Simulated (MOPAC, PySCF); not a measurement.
H₃In, SMILES `[InH3]`, neutral singlet in the gas phase. 

Cartesian coordinates (Å):
SMILES: [InH3]
```xyz
4

In     0.0000     0.0000     0.0000
H     -1.3878    -1.0327    -0.0481
H     -0.2010     1.7185     0.0323
H      1.5887    -0.6858     0.0157
```
Charge 0, multiplicity 1.

All levels are single points at this geometry (B3LYP-D3(BJ)/def2-TZVP); Pople sets use spherical d functions. Orbital energies aren't observables, and empty levels follow the basis.

B3LYP/LANL2DZ in PySCF gives dipole (D) = 0.00.

Question: Estimate the dipole (D) from each of these levels: PBE-D3(BJ)/def2-TZVP in PySCF; TPSSh-D3(BJ)/def2-TZVP in PySCF; B3LYP/6-311+G** (LANL2DZ on In) in PySCF; B3LYP/6-31G* (LANL2DZ on In) in PySCF; M06-2X/6-31G* (LANL2DZ on In) in PySCF; PBE/6-31G* (LANL2DZ on In) in PySCF; SVWN5/6-31G* (LANL2DZ on In) in PySCF; HF/6-31G* (LANL2DZ on In) in PySCF; AM1 in MOPAC; PM3 in MOPAC; PM6 in MOPAC; PM7 in MOPAC.

Answer: 
```json
[
 {"level": "PBE-D3(BJ)/def2-TZVP in PySCF", "dipole (D)": "0.00"},
 {"level": "TPSSh-D3(BJ)/def2-TZVP in PySCF", "dipole (D)": "0.00"},
 {"level": "B3LYP/6-311+G** (LANL2DZ on In) in PySCF", "dipole (D)": "0.00"},
 {"level": "B3LYP/6-31G* (LANL2DZ on In) in PySCF", "dipole (D)": "0.00"},
 {"level": "M06-2X/6-31G* (LANL2DZ on In) in PySCF", "dipole (D)": "0.00"},
 {"level": "PBE/6-31G* (LANL2DZ on In) in PySCF", "dipole (D)": "0.00"},
 {"level": "SVWN5/6-31G* (LANL2DZ on In) in PySCF", "dipole (D)": "0.00"},
 {"level": "HF/6-31G* (LANL2DZ on In) in PySCF", "dipole (D)": "0.00"},
 {"level": "AM1 in MOPAC", "dipole (D)": "0.00"},
 {"level": "PM3 in MOPAC", "dipole (D)": "0.00"},
 {"level": "PM6 in MOPAC", "dipole (D)": "0.00"},
 {"level": "PM7 in MOPAC", "dipole (D)": "0.00"}
]
```
